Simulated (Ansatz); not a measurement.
`CC[SiH2][SiH3]` + PH₃ → `CC[SiH2]P` + SiH₄ at 700 K and 1 bar (cleavage of the Si–Si bond).

Program: Ansatz. Geometries: PBE0-D4/def2-TZVP. ΔE: electronic, gas phase. CCSD(T)/CBS is the MP2 limit (def2-TZVPP, def2-QZVPP) plus CCSD(T) − MP2 in def2-TZVPP, frozen cores. This one scheme is used for every species. Each species was taken in one conformer, which may not be the lowest.

```tsv
species	CCSD(T)/CBS energy (Eh)	H − E (kJ/mol)	S (J/(mol·K))
`CC[SiH2][SiH3]`	-660.27614	374.2	504.9
PH₃	-342.72256	91.5	248.3
`CC[SiH2]P`	-711.54406	349.7	483.1
SiH₄	-291.46306	115.5	252.9
```

H − E and S are ideal-gas, rigid-rotor, harmonic terms from PBE0-D4/def2-TZVP, for one conformer and one mirror image of each species. 1 Eh = 2625.50 kJ/mol, R = 8.31446 J/(mol·K).

Q: By hand: ΔE, ΔH, ΔS and ΔG.

A: ΔE = (-711.54406) + (-291.46306) − (-660.27614) − (-342.72256) = -0.00842 Eh = -22.1 kJ/mol. Δ(H − E) = 349.7 + 115.5 − 374.2 − 91.5 = -0.5, so ΔH = -22.6 kJ/mol. ΔS = 483.1 + 252.9 − 504.9 − 248.3 = -17.2 J/(mol·K). ΔG = -22.6 − 700 × (-17.2)/1000 = -10.6 kJ/mol.

Q: By hand: the equilibrium constant, and the temperature at which ΔG would vanish if ΔH and ΔS stayed fixed.

A: log₁₀ K = −ΔG/(RT ln 10) = 0.8. ΔG = 0 at ΔH/ΔS = 1314 K, though so small a ΔS makes that figure unsure.

TΔS isn't small against ΔH here. A doubt of 5 kJ/mol in ΔE shifts log₁₀ K by 0.4 here. Other conformers and mirror images would add mixing entropy, several J/(mol·K) or more a flexible species. Modes under 60 cm⁻¹, often nearly free rotors, make the harmonic entropy too high. These are equilibria of isolated gas molecules and say nothing of rates. Largest T1 diagnostic: 0.013 (customary marks: 0.02 for closed shells, 0.045 for open ones).
